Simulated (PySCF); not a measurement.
# Relaxation of singlet [NaBr2]-

Method: PySCF, PBE0, basis Na def2-TZVPD, Br def2-TZVPD (no relativity, density fitting). A (50,194) grid was used.

A hand-made bent start, of C2v symmetry, held to at least that symmetry:

```xyz
3
charge -1 multiplicity 1, angstrom
Na    0.0000    0.0000   -1.3467
Br    2.2035    0.0000    0.1962
Br   -2.2035    0.0000    0.1962
```

Optimiser trace:
| step | E − E(last) (kJ/mol) | largest gradient (Eh/bohr) |
| --- | --- | --- |
| 0 | 53.28 | 0.01261 |
| 1 | 42.84 | 0.01199 |
| 2 | 18.52 | 0.00987 |
| 3 | 9.70 | 0.00600 |
| 4 | 7.77 | 0.00567 |
| 5 | 3.01 | 0.00528 |
| 6 | 0.95 | 0.00260 |
| 7 | 0.13 | 0.00066 |
| 8 | 0.02 | 0.00022 |
| 9 | 0.00 | 0.00006 |

It ends at D∞h with Na–Br 2.650 Å (×2); Br–Na–Br 180.0° (after a last refinement on a finer grid). A frequency run shows a minimum. Other isomers or separated fragments may lie lower.

Final geometry:
```xyz
3
charge -1 multiplicity 1, angstrom
Na    0.0000    0.0000    0.0000
Br    2.6503    0.0000    0.0000
Br   -2.6503    0.0000    0.0000
```

The relaxation took roughly 100 core-seconds on a shared host.
